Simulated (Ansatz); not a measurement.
Reaction (atomization): `C[Si@H](F)[C@@H](F)Cl` → 2 C• + Cl• + 2 F• + 5 H• + Si•

Gas-phase electronic energies from Ansatz, PBE0-D4/def2-TZVP geometries. CCSD(T)/CBS is the MP2 limit (def2-TZVPP, def2-QZVPP) plus CCSD(T) − MP2 in def2-TZVPP, frozen cores. This one scheme is used for every species, atoms too. Functionals use def2-TZVPP. No spin–orbit coupling; open shells (•) take unrestricted orbitals. Spin–orbit coupling would lower the free atoms: a little for C, Cl, F, Si. One conformer a species, not always the lowest.

`C[Si@H](F)[C@@H](F)Cl`:

Cartesian coordinates in Å:
```
C 0.739 -0.867 -1.085
Si 0.272 0.702 -0.237
F 1.540 1.383 0.459
C -0.987 0.367 1.154
F -2.142 -0.129 0.598
Cl -0.330 -0.823 2.301
H 1.191 -1.569 -0.382
H 1.448 -0.674 -1.894
H -0.150 -1.335 -1.515
H -0.332 1.703 -1.149
H -1.250 1.243 1.750
```

```
             level  ΔE (eV)
         r2SCAN-D4    42.37
           ωB97M-V    42.35
            B2PLYP    41.64
            r2SCAN    42.30
    MP2/def2-TZVPP    42.06
CCSD(T)/def2-TZVPP    41.08
    MP2/def2-QZVPP    42.76
SCS-MP2/def2-QZVPP    42.34
```

Question: What does CCSD(T)/CBS give? (Best estimate.)

Answer: Computed: +42.24 eV. The listed levels differ from it by 0.13, 0.11, -0.60, 0.06, -0.18, -1.16, 0.52, 0.10 eV.

Largest T1 diagnostic among the species: 0.012.

The D4 term adds +0.42 eV with B3LYP and +0.22 eV with PBE0; it sums over pairs of atoms, weighted by their polarisabilities, and B3LYP, whose exchange is more repulsive, gets the larger term. From PBE to PBE0 (25 % exact exchange), in def2-TZVPP and without D4, ΔE moves by −0.79 eV: exact exchange takes away binding that semilocal exchange gives to molecules. In def2-TZVPP, CCSD(T) changes the Hartree–Fock value by +10.10 eV (the triples alone add +0.65 eV) and MP2 by +11.09 eV; breaking electron pairs costs correlation energy, which Hartree–Fock lacks.

B3LYP here is the variant with VWN-RPA as its local correlation; programs differ in this.

For atomizations the MP2-based limit and the directly extrapolated one differ by several kJ/mol either way, and by 10 to 25 for some Ge, Se and Sn compounds, so smaller differences from it don't rank the levels.
